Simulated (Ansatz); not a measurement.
Cost and result up the ladder for the cluster KNa₂⁺ (the lowest singlet isomer of a short search) (3 atoms). The state is a singlet with charge 1. Geometry: PBE/def2-TZVP.

| atom | x (Å) | y (Å) | z (Å) |
| --- | --- | --- | --- |
| Na1 | 1.399 | 0.062 | -1.487 |
| Na2 | 0.967 | 0.463 | 1.739 |
| K3 | -2.365 | -0.524 | -0.252 |

Ansatz on 4 threads of Arm Neoverse V1 on a shared host. Times are rough, summed over both states, and most runs start from the orbitals of an earlier one. PBE-QIDH/def2-TZVP serves as the yardstick here, not as an exact answer. The other state is a quintet at its own geometry, which has other bonds, so the gap mixes isomer and spin.

HSE06 is defined as in plane-wave codes, on full-range PBE exchange. Correlated methods freeze 7 core orbitals; core or outer-core shells of Na, K are correlated, in sets that lack core-valence functions. The structure comes from a short search, and lower isomers may exist.

Run but left out: GFN1-xTB, GFN2-xTB (tight binding far off the other levels); HF/STO-3G (singlet: restricted singlet, unstable in another Hartree–Fock run and untested here); HF/def2-TZVP, HF/def2-TZVPP (singlet: restricted singlet, unstable towards broken spin symmetry).

Correlated methods converge slowly with the basis.

```tsv
level	functions	wall time
MP2/def2-TZVP	97	1.4 s
PBE/def2-TZVP	97	3.7 s
RPA@PBE/def2-TZVP	97	4.4 s
HSE06/def2-TZVP	97	5.1 s
PBE-QIDH/def2-TZVP	97	6.3 s
B2PLYP/def2-TZVP	97	7 s
CCSD(T)/def2-TZVPP	97	7.7 s
r2SCANh/def2-TZVP	97	9.2 s
r2SCAN/def2-TZVP	97	9.7 s
```

Q: Estimate what each level gives for the quintet − singlet (eV).

A: 
| level | quintet − singlet (eV) | difference from PBE-QIDH/def2-TZVP (eV) | remarks |
| --- | --- | --- | --- |
| MP2/def2-TZVP | 20.71 | -0.17 | restricted SCF unstable (singlet) |
| PBE/def2-TZVP | 20.74 | -0.13 | – |
| RPA@PBE/def2-TZVP | 20.10 | -0.78 | – |
| HSE06/def2-TZVP | 20.82 | -0.06 | – |
| PBE-QIDH/def2-TZVP | 20.87 | 0.00 | – |
| B2PLYP/def2-TZVP | 21.00 | 0.12 | – |
| CCSD(T)/def2-TZVPP | 20.64 | -0.23 | restricted SCF unstable (singlet) |
| r2SCANh/def2-TZVP | 20.79 | -0.08 | – |
| r2SCAN/def2-TZVP | 20.78 | -0.09 | – |
